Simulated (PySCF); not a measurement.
Compound: titanium dioxide, TiO2 (singlet state).
Geometry (PBE0-D3(BJ)/def2-SVP, Å), atoms numbered from 1 in this order:
```
atom  x, y, z in Å
O1    -1.3384   -0.2115    0.0034
Ti2    0.0059    0.6853   -0.0050
O3     1.3162   -0.2606   -0.0183
```

Level: CAM-B3LYP/def2-SVPD in PySCF, non-relativistic, on one gas-phase PBE0-D3(BJ)/def2-SVP geometry that isn't relaxed in the solvent. The solvent is an IEF-PCM continuum (van der Waals radii × 1.2). Only the electrostatic response of the medium enters.

Gas phase at CAM-B3LYP/def2-SVPD: HOMO -8.85 eV, LUMO -2.21 eV, dipole 6.92 D.

Question: What does the continuum do to the energy, the frontier levels and the dipole at CAM-B3LYP/def2-SVPD in dichloromethane and dimethylsulfoxide?

Answer: 
```tsv
solvent	ε	E(solvent) − E(gas) (kcal/mol)	polarisation term (kcal/mol)	distortion of the solute (kcal/mol)	HOMO (eV)	LUMO (eV)	dipole (D)
dichloromethane	8.93	-22.94	-26.25	3.31	-9.22	-1.36	8.12
dimethylsulfoxide	46.83	-26.79	-31.30	4.51	-9.29	-1.28	8.33
```

The first energy column is the sum of the next two and covers electrostatics alone. From dichloromethane to dimethylsulfoxide the lowering changes by a factor 1.17, Onsager's factor (ε − 1)/(2ε + 1) by 1.15 and ε itself by 5.2.

Question: Which radius a makes the point-dipole formula ΔE = −[(ε − 1)/(2ε + 1)]·μ²/a³ give the value in dimethylsulfoxide, with the gas-phase dipole?

Answer: μ = 2.722 au and |ΔE| = 0.04269 Eh give a = 2.32 Å; the farthest nucleus lies 1.36 Å from the centroid of the nuclei. The formula assumes a rigid point dipole at the centre of a sphere.

Question: How does the static polarisability (CAM-B3LYP/def2-SVPD, frozen core, with the continuum's full static response) change?

Answer: 
| medium | isotropic (au) | principal values (au) | ⟨r²⟩ of the electrons (bohr²) |
| --- | --- | --- | --- |
| gas | 31.6 | 21.2, 25.3, 48.3 | 189.5 |
| dichloromethane | 38.6 | 24.8, 29.0, 62.0 | 190.7 |
| dimethylsulfoxide | 40.0 | 25.6, 29.8, 64.5 | 190.9 |

The isotropic value in dimethylsulfoxide is 1.26 times the gas-phase one; no cavity-field correction is applied. ⟨r²⟩ is taken about the centre of nuclear charge.

On an Arm Neoverse V1 with one thread, on a shared host, this took 3.2 s of wall time. This is the whole response run at CAM-B3LYP/def2-SVPD in dimethylsulfoxide, SCF included.
